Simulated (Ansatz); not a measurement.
Molecule: sum formula BN2H4Br, net charge 0, singlet state. SMILES: NB(N)Br
Coordinates optimised at B3LYP-D3(BJ)/def2-TZVP (Ansatz, an electronic-structure program):
```
B
N 1 1.4034
H 2 1.0035 1 122.24
H 2 1.0056 3 114.36 1 180.00
N 1 1.4034 2 125.10 3 -180.00
H 5 1.0035 1 122.24 2 180.00
H 5 1.0056 6 114.36 1 180.00
Br 1 1.9699 2 117.45 3 0.00
```
Charge 0, spin multiplicity 1.

Parts of the frozen-core correlation energy in 6-31G* (Ansatz, hartree). Frozen orbitals: 17; correlated occupied orbitals by spin: 12 and 12; virtual: 59 and 59. No spin-orbit coupling. Non-relativistic.

```tsv
term	value
reference (HF)	-2708.14565
MP2 opposite-spin	___
MP2 same-spin	___
CCSD correlation	___
(T)	-0.01360
T1 diagnostic	0.011
largest doubles amplitude	0.041
```

### Question
What belongs in the gaps?

### Answer

- MP2 opposite-spin, value: -0.38269
- MP2 same-spin, value: -0.13449
- CCSD correlation, value: -0.55104
